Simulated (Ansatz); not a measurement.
CH6FGeN (`[NH2][GeH2][CH2]F`). The species carries charge 0 and has multiplicity 1. Correlated methods include outer-core shells of Ge, which these sets cover unevenly. Scalar relativity is left out up to krypton.

```xyz
10

N     0.360    1.234   -1.295
Ge    0.575    0.452    0.354
C    -0.568   -1.144    0.623
F    -1.902   -0.793    0.453
H    -0.581    1.562   -1.467
H     0.640    0.650   -2.072
H     0.205    1.508    1.406
H     2.046    0.016    0.474
H    -0.328   -1.926   -0.105
H    -0.448   -1.559    1.628
```

Question: Give the diagnostics of a CCSD(T)/def2-TZVPP run (frozen core, the Gaussian-basis code of Ansatz). (An estimate is asked.)

Answer: Ansatz gave: T1 = 0.0110, largest single amplitude 0.011, largest double 0.022, (T) share of the correlation energy 3.3 %, 9 CCSD cycles. The RHF solution is stable towards an unrestricted one. T1 lies under the customary mark of 0.02 for closed shells.
